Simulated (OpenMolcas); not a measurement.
Ar²⁺: effect of the IPEA shift

- Program: OpenMolcas 26.06
- Basis: ANO-RCC-VTZP [5s4p2d1f]
- Scalar Hamiltonian: DKH2, point nucleus
- Active space: 4 electrons in 3 orbitals (3p)
- State averaging: 2S+1 = 3 even, 3 roots; 2S+1 = 1 even, 6 roots
- Spin-orbit coupling: state interaction with AMFI integrals over the reference wave functions, term energies averaged over their components

Methods on the same reference wave functions:
A. CASSCF
B. SS-CASPT2, IPEA 0 Eh, imaginary shift 0.1 Eh (closed shells correlated: 2s 2p 3s)
C. SS-CASPT2, IPEA 0.25 Eh, imaginary shift 0.1 Eh (closed shells correlated: 2s 2p 3s)

Energies in eV above 3s² 3p⁴ ³P₂, the measured ground level; measured values from Saloman, J. Phys. Chem. Ref. Data 39, 033101 (2010).

```csv
Level,A,B,C,Measured
3s² 3p⁴ ³P₂,0.0000,0.0000,0.0000,0.0000
3s² 3p⁴ ³P₁,0.1275,0.1280,0.1281,0.1379
3s² 3p⁴ ³P₀,0.1832,0.1826,0.1827,0.1947
3s² 3p⁴ ¹D₂,2.1087,1.862,1.807,1.7370
3s² 3p⁴ ¹S₀,5.1567,4.399,4.373,4.1244
```

Deviations, from unrounded energies. A percentage is the sum of absolute deviations over the sum of measured energies, with the sign that they share, or ± where signs differ.

```csv
Against measurement,Levels,A,B,C
mean absolute deviation (cm-1),4,2900,850,690
fine structure of the ground term (%),2,-6.6,-6.6,-6.6
other terms of the ground configuration (%),2,+24.0,+6.8,+5.4
```

C lies closest to measurement on these levels and A furthest from it. The largest miss of C in the table is 3s² 3p⁴ ¹S₀, by +2000 cm-1. The ranking rests on the paired levels alone, and a cruder setting can come out closer through cancelling errors.

Between B and C the level of the table that moves most is 3s² 3p⁴ ¹D₂, by 440 cm-1 (lowest in C, highest in B). Moves below CASPT2's spread within the term are not significant.

From A to B the spin-free energies of the other terms of 3s² 3p⁴ shown, above ³P, scale by factors of 0.85 to 0.88.

The lowest spin-free term lies below A's lowest term by 0.185 hartree in B, 0.177 hartree in C.

CASPT2 breaks the degeneracy within a term, and the mean is taken; among the terms shown or strongly mixed into the levels shown the widest spread is 130 cm-1 (3s² 3p⁴ ¹D, C). With the s shell closed, the reference lacks s² → p² mixing. Computed and measured levels are paired by configuration, term and J; levels that our copy of the source lacks, or whose pairing is in doubt (as where it misses far off the trend of its configuration), stay unpaired and out of the deviations. Levels of configurations outside the active space are missing.
